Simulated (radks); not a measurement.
The iron ion Fe+, 25 electrons, occupied as [Ar] 3d6 4s1. Method: scalar-relativistic Kohn-Sham, PBE, spin-polarised, spherical densities, point nucleus; open shells are filled with parallel spins first; computed with a radial shooting solver on a logarithmic mesh with Libxc functionals.

Normalised radial functions P(r) = r R(r), r in bohr:

r,3p down
0.004934,0.0049
0.007421,0.0105
0.01107,0.0219
0.01651,0.0448
0.02483,0.0899
0.03705,0.1694
0.05527,0.2958
0.08312,0.4631
0.124,0.5940
0.185,0.5343
0.2782,0.1060
0.415,-0.5964
0.6191,-1.1177
0.931,-1.0262
1.389,-0.5379
2.072,-0.1550
3.116,-0.0195
4.648,-0.0008
6.934,0.0000

3p down: eigenvalue -65.724 eV, 1 radial node at r = 0.297 bohr, <r> = 0.861 bohr, 90 % of the charge inside 1.33 bohr.
